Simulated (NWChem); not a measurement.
System: C4H4ClF; SMILES F[C@H]1C=C(Cl)C1

NWChem printed, in part:

```
             Northwest Computational Chemistry Package (NWChem) 7.3.0
             --------------------------------------------------------

 C1  symmetry detected

                             Geometry "geometry" -> ""
                             -------------------------

 Output coordinates in angstroms (scale by  1.889725989 to convert to a.u.)

  No.       Tag          Charge          X              Y              Z
 ---- ---------------- ---------- -------------- -------------- --------------
    1 F                    9.0000     0.07915914     2.54981051     0.46001041
    2 C                    6.0000     0.03195397     1.50102419    -0.41660134
    3 C                    6.0000     1.03251088     0.39849002    -0.19249072
    4 C                    6.0000     0.05045118    -0.50166746    -0.03953420
    5 Cl                  17.0000     0.02743017    -2.19802529     0.14030954
    6 C                    6.0000    -1.09405030     0.46734471    -0.14001692
    7 H                    1.0000     0.01689865     1.91390219    -1.44059796
    8 H                    1.0000     2.12127546     0.35338501    -0.21639063
    9 H                    1.0000    -1.61582138     0.66771201     0.80752308
   10 H                    1.0000    -1.82629213     0.29198740    -0.94403130

 Effective nuclear repulsion energy (a.u.)     270.1228021545

  pbe96 is a nonlocal functional; adding pw91lda local functional.

                                 NWChem DFT Module
                                 -----------------

 Summary of "ao basis" -> "ao basis" (spherical)
 ------------------------------------------------------------------------------
       Tag                 Description            Shells   Functions and Types
 ---------------- ------------------------------  ------  ---------------------
 F                          def2-svp                 6       14   3s2p1d
 C                          def2-svp                 6       14   3s2p1d
 Cl                         def2-svp                 8       18   4s3p1d
 H                          def2-svp                 3        5   2s1p

            General Information
            -------------------
          SCF calculation type: DFT
          Wavefunction type:  closed shell.
          No. of atoms     :    10
          No. of electrons :    54
           Alpha electrons :    27
            Beta electrons :    27
          Charge           :     0
          Spin multiplicity:     1
          Use of symmetry is: off; symmetry adaption is: off
          Maximum number of iterations: 150
          AO basis - number of functions:   108
                     number of shells:    50
          Convergence on energy requested:  1.00D-06
          Convergence on density requested:  1.00D-05
          Convergence on gradient requested:  5.00D-04

              XC Information
              --------------
          PerdewBurkeErnzerhof Exchange Functional  1.000
            Perdew 1991 LDA Correlation Functional  1.000 local
           PerdewBurkeErnz. Correlation Functional  1.000 non-local

             Grid Information
             ----------------
          Grid used for XC integration:  fine
          Radial quadrature: Mura-Knowles
          Angular quadrature: Lebedev.
          Tag              B.-S. Rad. Rad. Pts. Rad. Cut. Ang. Pts.
          ---              ---------- --------- --------- ---------
          F                   0.50       70          12.0       590
          C                   0.70       70          10.0       590
          Cl                  1.00      123          12.0       770
          H                   0.35       60          11.0       590
          Grid pruning is: on
          Number of quadrature shells:   713
          Spatial weights used:  Erf1

      Superposition of Atomic Density Guess
      -------------------------------------

 Sum of atomic energies:        -711.11238872

      Non-variational initial energy
      ------------------------------

 Total energy =    -714.394086
 1-e energy   =   -1514.998249
 2-e energy   =     530.481361
 HOMO         =      -0.281817
 LUMO         =       0.028488

     ---------------------------------------------
      Total Density - Mulliken Population Analysis
     ---------------------------------------------

    Atom       Charge   Shell Charges
 -----------   ------   -------------------------------------------------------
    1 F    9     9.44   1.99  1.14  0.77  3.46  2.07  0.00
    2 C    6     5.59   1.99  0.93  0.21  1.67  0.72  0.08
    3 C    6     6.28   1.99  0.99  0.47  2.04  0.75  0.04
    4 C    6     5.76   1.99  0.96  0.19  1.68  0.86  0.06
    5 Cl  17    17.16   2.00  1.99  1.22  0.71  5.94  2.11  3.17  0.02
    6 C    6     6.09   1.99  0.98  0.10  2.03  0.96  0.03
    7 H    1     0.94   0.70  0.22  0.02
    8 H    1     0.93   0.67  0.24  0.03
    9 H    1     0.90   0.67  0.20  0.02
   10 H    1     0.90   0.67  0.21  0.02

[...]

                         DFT ENERGY GRADIENTS

    atom               coordinates                        gradient
                 x          y          z           x          y          z
   1 F       0.149589   4.818443   0.869294   -0.000540  -0.010031  -0.007636
   2 C       0.060384   2.836524  -0.787262   -0.000820   0.002125   0.001998
   3 C       1.951163   0.753037  -0.363755   -0.009839  -0.005472   0.001517
   4 C       0.095339  -0.948014  -0.074709    0.006335   0.006377  -0.001663
   5 Cl      0.051835  -4.153666   0.265147    0.000222   0.007522  -0.000693
   6 C      -2.067455   0.883153  -0.264594    0.003246   0.001450   0.000756
   7 H       0.031934   3.616751  -2.722335    0.000253  -0.001860   0.006286
   8 H       4.008629   0.667801  -0.408919   -0.005514   0.000085   0.000080
   9 H      -3.053460   1.261793   1.525997    0.002719  -0.001130  -0.004485
  10 H      -3.451192   0.551776  -1.783960    0.003939   0.000934   0.003840
```

Level: PBE/def2-SVP. Coordinates come from a PBE0/def2-SVP optimisation.

Reconstruct the input file.

Several could match; the one computed here: the input that was run:
```
start job
memory heap 200 mb stack 900 mb global 1100 mb
geometry units angstroms noautoz
  F      0.066508     2.546912     0.478265
  C      0.030205     1.512065    -0.415269
  C      1.032978     0.409659    -0.200633
  C      0.053039    -0.496302    -0.069963
  Cl     0.034814    -2.195381     0.082687
  C     -1.094175     0.470119    -0.164279
  H      0.021858     1.941150    -1.432658
  H      2.122058     0.368806    -0.216437
  H     -1.624275     0.653510     0.782075
  H     -1.819284     0.304996    -0.976879
end
basis spherical
  * library def2-svp
end
dft
  xc xpbe96 cpbe96
  grid fine
  iterations 150
  mulliken
end
task dft gradient
```
